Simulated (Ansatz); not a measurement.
Consider the atomization: `C=C([BH][AlH2])OC` → Al• + B• + 3 C• + 8 H• + O•.

Calculated with Ansatz (gas phase, PBE0-D4/def2-TZVP geometries, no zero-point term in ΔE). CCSD(T)/CBS adds triple-zeta CCSD(T) − MP2 to the extrapolated MP2 energy (def2 sets, frozen cores). This one scheme is used for every species, atoms too. Functionals use def2-TZVPP. No spin–orbit coupling; open shells (•) take unrestricted orbitals. Spin–orbit coupling would lower the free atoms: a little for Al, B, C, O. One conformer a species, not always the lowest.

```csv
level,ΔE (eV)
r2SCAN,53.17
HF/def2-TZVPP,39.01
MP2/def2-TZVPP,52.31
SCS-MP2/def2-TZVPP,52.07
CCSD/def2-TZVPP,50.73
HF/def2-QZVPP,39.07
MP2/CBS(def2),53.55
CCSD/CBS(def2),51.98
```

(1) What does CCSD(T)/CBS give? (Best estimate.)

Largest T1 diagnostic among the species: 0.018.

Answers

(1) Computed: +52.78 eV. The listed levels differ from it by 0.39, -13.77, -0.47, -0.71, -2.05, -13.71, 0.77, -0.80 eV.

From PBE to PBE0 (25 % exact exchange), in def2-TZVPP and without D4, ΔE moves by −0.89 eV: exact exchange takes away binding that semilocal exchange gives to molecules. In def2-TZVPP, CCSD(T) changes the Hartree–Fock value by +12.53 eV (the triples alone add +0.81 eV) and MP2 by +13.29 eV; breaking electron pairs costs correlation energy, which Hartree–Fock lacks. The D4 term adds +0.47 eV with B3LYP and +0.25 eV with PBE0; it sums over pairs of atoms, weighted by their polarisabilities, and B3LYP, whose exchange is more repulsive, gets the larger term.

B3LYP here is the variant with VWN-RPA as its local correlation; programs differ in this.

For atomizations the MP2-based limit and the directly extrapolated one differ by several kJ/mol either way, and by 10 to 25 for some Ge, Se and Sn compounds, so smaller differences from it don't rank the levels.
